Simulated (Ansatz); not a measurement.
Ansatz (a program for electronic structure) input (B3LYP-D3(BJ)/def2-TZVP):

Ansatz 0.2 input:
```yaml
crystal:
  periodic: [false, false, false]
  atoms:
    - {symbol: Ge, position_ang: [-0.01865822, 0.02278022, 0.75806273]}
    - {symbol: F, position_ang: [0.89140365, 1.56071670, -0.35552812]}
    - {symbol: F, position_ang: [-0.90006147, -1.51986640, -0.37022660]}
basis:
  gaussian:
    orbitals: def2-TZVP
hamiltonian:
  xc: b3lyp
  dispersion: d3bj
total_charge: -1
magnetization: {spin_polarized: true, initial_magnetization: 1}
relax: {f_tol: 0.002, max_steps: 150}
```

Output:

```
Functional definition: B3LYP
integrals: 0.03 GiB planned
701 factors; their error is unknown
mean field: 0.45 GiB planned
mean field evaluation 1: about -61956.6927 eV, gradient 1.9e1 eV
mean field evaluation 2: about -61955.5558 eV, gradient 2.8e1 eV
mean field evaluation 4: about -61957.5612 eV, gradient 8.2e-1 eV
mean field evaluation 8: about -61957.7988 eV, gradient 2.9e-2 eV
mean field evaluation 16: about -61957.7988 eV, gradient 4.8e-5 eV
mean field -61957.79882447 eV, -2276.9071102947 hartree, gradient 4.8e-5 eV, S^2 0.753125; 0 other end points of the search recorded, 0 dependent functions left out
the calculation of the forces begins
reference -61957.79898747 eV, -2276.9071162851 hartree; 26, 25 occupied and 84, 85 virtual orbitals, 701 factors
relax step   1: F+E_penalty+E_count = -61957.84994801 eV  Δ(F+E_penalty+E_count) = +0.000e0 eV  max|allowed force component| = 1.433e0 eV/Å  Δτ_max = 0.0000 Å  (30 SCF iters, accepted)
these checks for a lower state are left out or cut short: starts, cluster_reference, orbital_swaps, neighbouring_geometries, increment
integrals: 0.03 GiB planned
701 factors; their error is unknown
mean field: 0.46 GiB planned
mean field -61958.24440863 eV, -2276.9234852107 hartree, gradient 6.8e-6 eV, S^2 0.753364; 0 other end points of the search recorded, 0 dependent functions left out
the calculation of the forces begins
reference -61958.24456931 eV, -2276.9234911157 hartree; 26, 25 occupied and 84, 85 virtual orbitals, 701 factors
relax step   2: F+E_penalty+E_count = -61958.29654821 eV  Δ(F+E_penalty+E_count) = -4.466e-1 eV  max|allowed force component| = 1.144e0 eV/Å  Δτ_max = 0.1959 Å  (37 SCF iters, accepted)
these checks for a lower state are left out or cut short: starts, cluster_reference, orbital_swaps, neighbouring_geometries, increment
integrals: 0.03 GiB planned
701 factors; their error is unknown
mean field: 0.47 GiB planned
mean field evaluation 32: about -61958.3550 eV, gradient 2.4e-5 eV
mean field -61958.35499775 eV, -2276.9275492859 hartree, gradient 2.4e-5 eV, S^2 0.753882; 0 other end points of the search recorded, 0 dependent functions left out
the calculation of the forces begins
reference -61958.35515837 eV, -2276.9275551886 hartree; 26, 25 occupied and 84, 85 virtual orbitals, 701 factors
relax step   3: F+E_penalty+E_count = -61958.40880220 eV  Δ(F+E_penalty+E_count) = -1.123e-1 eV  max|allowed force component| = 2.088e0 eV/Å  Δτ_max = 0.1987 Å  (36 SCF iters, accepted)
these checks for a lower state are left out or cut short: starts, cluster_reference, orbital_swaps, neighbouring_geometries, increment
integrals: 0.03 GiB planned
701 factors; their error is unknown
mean field: 0.47 GiB planned
mean field -61958.46447125 eV, -2276.9315723627 hartree, gradient 2.1e-5 eV, S^2 0.753569; 0 other end points of the search recorded, 0 dependent functions left out
the calculation of the forces begins
reference -61958.46463487 eV, -2276.9315783757 hartree; 26, 25 occupied and 84, 85 virtual orbitals, 701 factors
relax step   4: F+E_penalty+E_count = -61958.51824792 eV  Δ(F+E_penalty+E_count) = -1.094e-1 eV  max|allowed force component| = 3.411e-2 eV/Å  Δτ_max = 0.0753 Å  (32 SCF iters, accepted)
these checks for a lower state are left out or cut short: starts, cluster_reference, orbital_swaps, neighbouring_geometries, increment
integrals: 0.03 GiB planned
701 factors; their error is unknown
mean field: 0.47 GiB planned
mean field -61958.46454673 eV, -2276.9315751365 hartree, gradient 2.6e-5 eV, S^2 0.753570; 0 other end points of the search recorded, 0 dependent functions left out
the calculation of the forces begins
reference -61958.46471045 eV, -2276.9315811534 hartree; 26, 25 occupied and 84, 85 virtual orbitals, 701 factors
relax step   5: F+E_penalty+E_count = -61958.51836688 eV  Δ(F+E_penalty+E_count) = -1.190e-4 eV  max|allowed force component| = 9.397e-3 eV/Å  Δτ_max = 0.0059 Å  (32 SCF iters, accepted)
these checks for a lower state are left out or cut short: starts, cluster_reference, orbital_swaps, neighbouring_geometries, increment
integrals: 0.03 GiB planned
701 factors; their error is unknown
mean field: 0.47 GiB planned
mean field -61958.46456580 eV, -2276.9315758375 hartree, gradient 5.6e-5 eV, S^2 0.753572; 0 other end points of the search recorded, 0 dependent functions left out
the calculation of the forces begins
reference -61958.46472948 eV, -2276.9315818527 hartree; 26, 25 occupied and 84, 85 virtual orbitals, 701 factors
relax step   6: F+E_penalty+E_count = -61958.51837668 eV  Δ(F+E_penalty+E_count) = -9.793e-6 eV  max|allowed force component| = 1.441e-3 eV/Å  Δτ_max = 0.0014 Å  (23 SCF iters, accepted)
integrals: 0.03 GiB planned
701 factors; their error is unknown
mean field: 0.47 GiB planned
mean field evaluation 64: about -61958.4645 eV, gradient 1.2e-1 eV
mean field -61958.46456580 eV, -2276.9315758375 hartree, gradient 5.6e-5 eV, S^2 0.753572; 1 other end points of the search recorded, 0 dependent functions left out
the calculation of the forces begins
reference -61958.46472948 eV, -2276.9315818527 hartree; 26, 25 occupied and 84, 85 virtual orbitals, 701 factors
Total energy: -61958.51854036 eV, -2276.9335593659 hartree
Atom 0 at    -0.019567     0.023259     0.842806 Å, force    -0.000009     0.000020     0.001441 eV/Å
Atom 1 at     0.690934     1.214973    -0.399456 Å, force     0.000172     0.000278    -0.000711 eV/Å
Atom 2 at    -0.698683    -1.174602    -0.411042 Å, force    -0.000163    -0.000298    -0.000731 eV/Å
Dipole moment:    -0.004105     0.000802     0.326405 e Å
```
